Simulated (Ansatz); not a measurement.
Molecular dynamics of C3H6O2Si

input.yaml

```yaml
crystal:
  periodic: [false, false, false]
  atoms:
    - { symbol: C, position_ang: [-1.431392, 0.50666, 1.58731] }
    - { symbol: C, position_ang: [-0.420298, 0.205427, 0.690247] }
    - { symbol: C, position_ang: [0.974602, 0.384094, 1.016509] }
    - { symbol: O, position_ang: [1.821784, -1.084815, -1.255531] }
    - { symbol: Si, position_ang: [0.367871, -0.524019, -1.815252] }
    - { symbol: O, position_ang: [-0.769739, -0.30889, -0.531429] }
    - { symbol: H, position_ang: [-1.187144, 0.91049, 2.570276] }
    - { symbol: H, position_ang: [-2.488795, 0.348613, 1.346988] }
    - { symbol: H, position_ang: [1.047712, 0.803855, 2.041395] }
    - { symbol: H, position_ang: [1.993588, -0.561395, -0.407376] }
    - { symbol: H, position_ang: [0.437591, 0.802494, -2.509877] }
    - { symbol: H, position_ang: [-0.268782, -1.537715, -2.699161] }
basis:
  gaussian: { orbitals: "6-31G*" }
hamiltonian:
  xc: blyp
md:
  timestep: 0.5
  n_steps: 200
  ensemble: nve
  temperature: 300.0
  initial_velocities: maxwell_boltzmann
  seed: 9416
```

Command:

```bash
$ ansatz run input.yaml --threads 2 --pin off --max-ram 3072MiB --backend cpu --events-out ev --progress --plain --runs-dir out
```

It starts at the highest image of a converged band. Of that band: Neighbouring images differ by up to 1.8 eV, so the band resolves the path poorly. A vibrational analysis at the climbing image gives one clearly imaginary mode, 417i cm⁻¹: a first-order saddle point.

Output, in part (one step line in 3, the closing report, with atoms numbered from 0):

```
md step     0: t =     0.00 fs  T =   300.0 K  F+E_penalty+E_count = -15175.31202805 eV  E_kin = 0.387780 eV  conserved = -15174.92424805 eV  (53 SCF iters)
md step     3: t =     1.50 fs  T =   257.9 K  F+E_penalty+E_count = -15175.25682572 eV  E_kin = 0.333351 eV  conserved = -15174.92347502 eV  (35 SCF iters)
md step     6: t =     3.00 fs  T =   193.7 K  F+E_penalty+E_count = -15175.17316555 eV  E_kin = 0.250312 eV  conserved = -15174.92285329 eV  (35 SCF iters)
md step     9: t =     4.50 fs  T =   169.0 K  F+E_penalty+E_count = -15175.14162932 eV  E_kin = 0.218499 eV  conserved = -15174.92313041 eV  (36 SCF iters)
md step    12: t =     6.00 fs  T =   160.3 K  F+E_penalty+E_count = -15175.13088948 eV  E_kin = 0.207253 eV  conserved = -15174.92363615 eV  (36 SCF iters)
md step    15: t =     7.50 fs  T =   127.4 K  F+E_penalty+E_count = -15175.08784360 eV  E_kin = 0.164676 eV  conserved = -15174.92316726 eV  (36 SCF iters)
md step    18: t =     9.00 fs  T =   110.7 K  F+E_penalty+E_count = -15175.06605275 eV  E_kin = 0.143060 eV  conserved = -15174.92299241 eV  (36 SCF iters)
md step    21: t =    10.50 fs  T =   122.7 K  F+E_penalty+E_count = -15175.08227452 eV  E_kin = 0.158623 eV  conserved = -15174.92365111 eV  (36 SCF iters)
md step    24: t =    12.00 fs  T =   111.4 K  F+E_penalty+E_count = -15175.06728350 eV  E_kin = 0.143990 eV  conserved = -15174.92329381 eV  (36 SCF iters)
md step    27: t =    13.50 fs  T =    99.7 K  F+E_penalty+E_count = -15175.05178925 eV  E_kin = 0.128839 eV  conserved = -15174.92295022 eV  (36 SCF iters)
md step    30: t =    15.00 fs  T =   118.5 K  F+E_penalty+E_count = -15175.07638783 eV  E_kin = 0.153159 eV  conserved = -15174.92322898 eV  (36 SCF iters)
md step    33: t =    16.50 fs  T =   143.0 K  F+E_penalty+E_count = -15175.10839440 eV  E_kin = 0.184852 eV  conserved = -15174.92354282 eV  (36 SCF iters)
md step    36: t =    18.00 fs  T =   145.4 K  F+E_penalty+E_count = -15175.11131398 eV  E_kin = 0.187978 eV  conserved = -15174.92333636 eV  (36 SCF iters)
md step    39: t =    19.50 fs  T =   148.9 K  F+E_penalty+E_count = -15175.11537016 eV  E_kin = 0.192458 eV  conserved = -15174.92291197 eV  (35 SCF iters)
md step    42: t =    21.00 fs  T =   190.3 K  F+E_penalty+E_count = -15175.16936129 eV  E_kin = 0.246013 eV  conserved = -15174.92334847 eV  (35 SCF iters)
md step    45: t =    22.50 fs  T =   229.9 K  F+E_penalty+E_count = -15175.22106316 eV  E_kin = 0.297210 eV  conserved = -15174.92385285 eV  (35 SCF iters)
md step    48: t =    24.00 fs  T =   220.5 K  F+E_penalty+E_count = -15175.20853360 eV  E_kin = 0.285074 eV  conserved = -15174.92346005 eV  (35 SCF iters)
md step    51: t =    25.50 fs  T =   192.6 K  F+E_penalty+E_count = -15175.17205208 eV  E_kin = 0.248921 eV  conserved = -15174.92313131 eV  (35 SCF iters)
md step    54: t =    27.00 fs  T =   179.4 K  F+E_penalty+E_count = -15175.15502109 eV  E_kin = 0.231831 eV  conserved = -15174.92318984 eV  (35 SCF iters)
md step    57: t =    28.50 fs  T =   177.6 K  F+E_penalty+E_count = -15175.15298821 eV  E_kin = 0.229560 eV  conserved = -15174.92342843 eV  (49 SCF iters)
md step    60: t =    30.00 fs  T =   166.7 K  F+E_penalty+E_count = -15175.13888117 eV  E_kin = 0.215420 eV  conserved = -15174.92346102 eV  (35 SCF iters)
md step    63: t =    31.50 fs  T =   150.8 K  F+E_penalty+E_count = -15175.11802783 eV  E_kin = 0.194904 eV  conserved = -15174.92312427 eV  (35 SCF iters)
md step    66: t =    33.00 fs  T =   152.1 K  F+E_penalty+E_count = -15175.12016436 eV  E_kin = 0.196643 eV  conserved = -15174.92352104 eV  (36 SCF iters)
md step    69: t =    34.50 fs  T =   144.1 K  F+E_penalty+E_count = -15175.10957460 eV  E_kin = 0.186286 eV  conserved = -15174.92328818 eV  (36 SCF iters)
md step    72: t =    36.00 fs  T =   141.0 K  F+E_penalty+E_count = -15175.10531321 eV  E_kin = 0.182247 eV  conserved = -15174.92306601 eV  (36 SCF iters)
md step    75: t =    37.50 fs  T =   161.5 K  F+E_penalty+E_count = -15175.13207694 eV  E_kin = 0.208701 eV  conserved = -15174.92337564 eV  (35 SCF iters)
md step    78: t =    39.00 fs  T =   177.5 K  F+E_penalty+E_count = -15175.15307862 eV  E_kin = 0.229407 eV  conserved = -15174.92367127 eV  (36 SCF iters)
md step    81: t =    40.50 fs  T =   164.3 K  F+E_penalty+E_count = -15175.13569015 eV  E_kin = 0.212385 eV  conserved = -15174.92330562 eV  (36 SCF iters)
md step    84: t =    42.00 fs  T =   164.2 K  F+E_penalty+E_count = -15175.13503313 eV  E_kin = 0.212256 eV  conserved = -15174.92277669 eV  (35 SCF iters)
md step    87: t =    43.50 fs  T =   213.8 K  F+E_penalty+E_count = -15175.20002807 eV  E_kin = 0.276334 eV  conserved = -15174.92369407 eV  (35 SCF iters)
md step    90: t =    45.00 fs  T =   242.0 K  F+E_penalty+E_count = -15175.23636810 eV  E_kin = 0.312805 eV  conserved = -15174.92356269 eV  (34 SCF iters)
md step    93: t =    46.50 fs  T =   248.5 K  F+E_penalty+E_count = -15175.24431570 eV  E_kin = 0.321177 eV  conserved = -15174.92313862 eV  (34 SCF iters)
md step    96: t =    48.00 fs  T =   270.5 K  F+E_penalty+E_count = -15175.27295477 eV  E_kin = 0.349659 eV  conserved = -15174.92329598 eV  (34 SCF iters)
md step    99: t =    49.50 fs  T =   294.4 K  F+E_penalty+E_count = -15175.30422930 eV  E_kin = 0.380605 eV  conserved = -15174.92362381 eV  (34 SCF iters)
md step   102: t =    51.00 fs  T =   292.6 K  F+E_penalty+E_count = -15175.30155847 eV  E_kin = 0.378220 eV  conserved = -15174.92333878 eV  (34 SCF iters)
md step   105: t =    52.50 fs  T =   291.5 K  F+E_penalty+E_count = -15175.29999605 eV  E_kin = 0.376815 eV  conserved = -15174.92318112 eV  (35 SCF iters)
md step   108: t =    54.00 fs  T =   298.7 K  F+E_penalty+E_count = -15175.30994033 eV  E_kin = 0.386107 eV  conserved = -15174.92383292 eV  (35 SCF iters)
md step   111: t =    55.50 fs  T =   265.3 K  F+E_penalty+E_count = -15175.26628486 eV  E_kin = 0.342939 eV  conserved = -15174.92334585 eV  (35 SCF iters)
md step   114: t =    57.00 fs  T =   228.7 K  F+E_penalty+E_count = -15175.21845012 eV  E_kin = 0.295602 eV  conserved = -15174.92284798 eV  (35 SCF iters)
md step   117: t =    58.50 fs  T =   236.5 K  F+E_penalty+E_count = -15175.22877635 eV  E_kin = 0.305655 eV  conserved = -15174.92312113 eV  (36 SCF iters)
md step   120: t =    60.00 fs  T =   264.5 K  F+E_penalty+E_count = -15175.26558393 eV  E_kin = 0.341920 eV  conserved = -15174.92366364 eV  (36 SCF iters)
md step   123: t =    61.50 fs  T =   262.9 K  F+E_penalty+E_count = -15175.26334298 eV  E_kin = 0.339762 eV  conserved = -15174.92358053 eV  (35 SCF iters)
md step   126: t =    63.00 fs  T =   246.9 K  F+E_penalty+E_count = -15175.24199477 eV  E_kin = 0.319122 eV  conserved = -15174.92287233 eV  (35 SCF iters)
md step   129: t =    64.50 fs  T =   270.3 K  F+E_penalty+E_count = -15175.27279197 eV  E_kin = 0.349342 eV  conserved = -15174.92345034 eV  (35 SCF iters)
md step   132: t =    66.00 fs  T =   292.3 K  F+E_penalty+E_count = -15175.30129264 eV  E_kin = 0.377818 eV  conserved = -15174.92347488 eV  (35 SCF iters)
md step   135: t =    67.50 fs  T =   303.4 K  F+E_penalty+E_count = -15175.31531093 eV  E_kin = 0.392174 eV  conserved = -15174.92313664 eV  (34 SCF iters)
md step   138: t =    69.00 fs  T =   332.2 K  F+E_penalty+E_count = -15175.35265274 eV  E_kin = 0.429342 eV  conserved = -15174.92331077 eV  (35 SCF iters)
md step   141: t =    70.50 fs  T =   361.8 K  F+E_penalty+E_count = -15175.39147320 eV  E_kin = 0.467683 eV  conserved = -15174.92379003 eV  (35 SCF iters)
md step   144: t =    72.00 fs  T =   357.7 K  F+E_penalty+E_count = -15175.38563462 eV  E_kin = 0.462405 eV  conserved = -15174.92322987 eV  (35 SCF iters)
md step   147: t =    73.50 fs  T =   370.8 K  F+E_penalty+E_count = -15175.40251796 eV  E_kin = 0.479357 eV  conserved = -15174.92316112 eV  (35 SCF iters)
md step   150: t =    75.00 fs  T =   401.1 K  F+E_penalty+E_count = -15175.44257657 eV  E_kin = 0.518497 eV  conserved = -15174.92407911 eV  (35 SCF iters)
md step   153: t =    76.50 fs  T =   374.9 K  F+E_penalty+E_count = -15175.40804779 eV  E_kin = 0.484636 eV  conserved = -15174.92341144 eV  (36 SCF iters)
md step   156: t =    78.00 fs  T =   340.8 K  F+E_penalty+E_count = -15175.36351267 eV  E_kin = 0.440507 eV  conserved = -15174.92300524 eV  (35 SCF iters)
md step   159: t =    79.50 fs  T =   336.9 K  F+E_penalty+E_count = -15175.35905663 eV  E_kin = 0.435512 eV  conserved = -15174.92354505 eV  (36 SCF iters)
md step   162: t =    81.00 fs  T =   320.3 K  F+E_penalty+E_count = -15175.33760160 eV  E_kin = 0.414065 eV  conserved = -15174.92353638 eV  (36 SCF iters)
md step   165: t =    82.50 fs  T =   302.9 K  F+E_penalty+E_count = -15175.31442499 eV  E_kin = 0.391572 eV  conserved = -15174.92285304 eV  (36 SCF iters)
md step   168: t =    84.00 fs  T =   325.2 K  F+E_penalty+E_count = -15175.34444029 eV  E_kin = 0.420407 eV  conserved = -15174.92403315 eV  (35 SCF iters)
md step   171: t =    85.50 fs  T =   305.7 K  F+E_penalty+E_count = -15175.31840407 eV  E_kin = 0.395089 eV  conserved = -15174.92331548 eV  (35 SCF iters)
md step   174: t =    87.00 fs  T =   292.0 K  F+E_penalty+E_count = -15175.30011218 eV  E_kin = 0.377428 eV  conserved = -15174.92268370 eV  (31 SCF iters)
md step   177: t =    88.50 fs  T =   341.4 K  F+E_penalty+E_count = -15175.36472545 eV  E_kin = 0.441299 eV  conserved = -15174.92342692 eV  (35 SCF iters)
md step   180: t =    90.00 fs  T =   387.5 K  F+E_penalty+E_count = -15175.42475810 eV  E_kin = 0.500857 eV  conserved = -15174.92390101 eV  (35 SCF iters)
md step   183: t =    91.50 fs  T =   402.3 K  F+E_penalty+E_count = -15175.44264827 eV  E_kin = 0.520056 eV  conserved = -15174.92259197 eV  (35 SCF iters)
md step   186: t =    93.00 fs  T =   479.7 K  F+E_penalty+E_count = -15175.54357265 eV  E_kin = 0.620031 eV  conserved = -15174.92354174 eV  (34 SCF iters)
md step   189: t =    94.50 fs  T =   554.6 K  F+E_penalty+E_count = -15175.64064087 eV  E_kin = 0.716911 eV  conserved = -15174.92372977 eV  (35 SCF iters)
md step   192: t =    96.00 fs  T =   601.5 K  F+E_penalty+E_count = -15175.70033245 eV  E_kin = 0.777497 eV  conserved = -15174.92283551 eV  (32 SCF iters)
md step   195: t =    97.50 fs  T =   692.7 K  F+E_penalty+E_count = -15175.81876791 eV  E_kin = 0.895385 eV  conserved = -15174.92338266 eV  (34 SCF iters)
md step   198: t =    99.00 fs  T =   783.0 K  F+E_penalty+E_count = -15175.93637442 eV  E_kin = 1.012048 eV  conserved = -15174.92432688 eV  (32 SCF iters)
md step   200: t =   100.00 fs  T =   803.1 K  F+E_penalty+E_count = -15175.96176507 eV  E_kin = 1.038137 eV  conserved = -15174.92362783 eV  (32 SCF iters)
Total energy: -15175.96210422 eV, -557.7063206936 hartree
Atom 0 at    -1.051878     0.358559     1.851753 Å, force     0.678851     0.171637    -0.086140 eV/Å
Atom 1 at    -0.540142     0.273443     0.480518 Å, force     1.509908    -0.304580     1.057097 eV/Å
Atom 2 at     0.521524     0.636382     1.215098 Å, force    -1.890400     0.697746     0.948763 eV/Å
Atom 3 at     1.753138    -1.353955    -1.271097 Å, force    -0.716878    -0.745680    -1.033342 eV/Å
Atom 4 at     0.469808    -0.465187    -1.834936 Å, force    -0.297224     0.715054     0.660077 eV/Å
Atom 5 at    -0.841485    -0.274617    -0.695107 Å, force     0.054651    -0.121923    -0.919108 eV/Å
Atom 6 at    -1.674817     1.249634     2.097882 Å, force     0.269323    -0.438358     0.045779 eV/Å
Atom 7 at    -1.176863    -0.533762     2.520298 Å, force    -0.004151     0.557298    -0.501519 eV/Å
Atom 8 at     1.216885     1.366952     1.649492 Å, force    -0.032242    -0.527308    -0.552956 eV/Å
Atom 9 at     2.165002    -0.960306    -0.509829 Å, force     0.717492     0.530164     1.222006 eV/Å
Atom 10 at     0.960788     0.906130    -2.221479 Å, force    -0.231311    -0.155334    -0.063283 eV/Å
Atom 11 at    -0.264103    -1.225598    -2.819003 Å, force    -0.058020    -0.378717    -0.777375 eV/Å
Dipole moment:     0.209913     0.262621     0.035419 e Å
```

All steps were run. The conserved energy stayed within 0.14 meV per atom of its start (net change 0.052 meV per atom), so the integration is sound. A run of 0.1 ps of so small a system gives no equilibrium averages. The orbitals stay closed-shell, which can raise the energy where a bond breaks towards radicals; this wasn't checked here.

Between its relaxed ends the band would form C1–C3, O4–H10 and break C3–O4, C3–H10. These pairs go: C1–C3 2.48 → 1.72 Å, O4–H10 1.01 → 0.95 Å, C3–O4 2.84 → 3.41 Å, C3–H10 1.99 → 2.87 Å. In the last frame they stand as after the step (other bonds may differ from the relaxed reactants and products). It ends as one piece, C3H6O2Si. Pairs count as bonded within 1.25 times the sum of covalent radii (0.12 Å more for H–H).

Last frame:

```xyz
12
Properties=species:S:1:pos:R:3
C -1.052 0.359 1.852
C -0.540 0.273 0.480
C 0.521 0.636 1.215
O 1.753 -1.354 -1.271
Si 0.470 -0.465 -1.835
O -0.842 -0.275 -0.695
H -1.675 1.250 2.098
H -1.177 -0.534 2.520
H 1.217 1.367 1.649
H 2.165 -0.960 -0.510
H 0.961 0.906 -2.221
H -0.264 -1.226 -2.819
```

The run took 2.7 min on 2 threads of AMD EPYC 9R45 96-Core Processor (Zen 5), on a shared host, peak memory 0.16 GiB.
